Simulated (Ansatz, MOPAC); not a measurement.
Species: SiClF$_{2}$, net charge -1, singlet state. SMILES: F[Si-](F)Cl

Atoms: Si1, F2, F3, Cl4. Bonds: Si1-F2, Si1-F3, Si1-Cl4.

Bond lengths (Å) and angles (degrees) optimised at PM6 with MOPAC; HF/3-21G with Ansatz (an electronic-structure program); PBE/6-31G* with Ansatz; B3LYP/6-31G* with Ansatz, each started from the B3LYP-D3(BJ)/def2-TZVP structure (Ansatz) of the last column. A row stands for all coordinates that are equal there. 6-31G* holds six Cartesian d functions. No wavenumbers were computed at PBE/6-31G*, so these may be saddle points.

```csv
coordinate,PM6,HF/3-21G,PBE/6-31G*,B3LYP/6-31G*,B3LYP-D3(BJ)/def2-TZVP
Si1-F2,1.562,1.655,1.677,1.663,1.667
Si1-Cl4,2.098,2.473,2.326,2.331,2.301
F2-Si1-F3,129.0,94.8,97.7,97.6,97.0
F2-Si1-Cl4,115.5,96.7,97.2,96.9,96.4
```

Mean signed difference of all 3 bond lengths from B3LYP-D3(BJ)/def2-TZVP: PM6 -0.138 Å, HF/3-21G 0.050 Å, PBE/6-31G* 0.015 Å, B3LYP/6-31G* 0.007 Å.
